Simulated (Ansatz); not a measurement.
Species: SnHF₂, charge 0, doublet. SnHF2 (SMILES [F][SnH][F], doublet).
B3LYP-D3(BJ)/def2-TZVP minimum from Ansatz (an electronic-structure program):
```
Sn
F 1 1.9361
F 1 1.9361 2 101.86
H 1 1.7619 2 105.64 3 110.17
```
Charge 0, spin multiplicity 2.

Total energies in def2-SVP, 19 correlated electrons, 11 frozen orbitals. UHF or UKS for unpaired electrons; spin-orbit terms are left out. Cores are frozen in correlated methods (noble-gas shells, and filled d and f shells in the p block). Past Kr the def2 sets carry scalar-relativistic core potentials. Spin-orbit terms, left out, reach several kcal/mol for Br and I, and more for heavier atoms.

```
method    program  energy (Eh)  minus CCSDT(Q) (mEh)
--------  -------  -----------  --------------------
HF         Ansatz   -412.66079                467.93
MP2        Ansatz   -413.10829                 20.43
CCSD       Ansatz   -413.11908                  9.64
CCSD(T)    Ansatz   -413.12671                  2.01
CCSDT(Q)   Ansatz   -413.12872                  0.00
```

Rough core times of Ansatz's runs on a shared machine: CCSD(T) under 20 s, CCSDT(Q) 3 min.
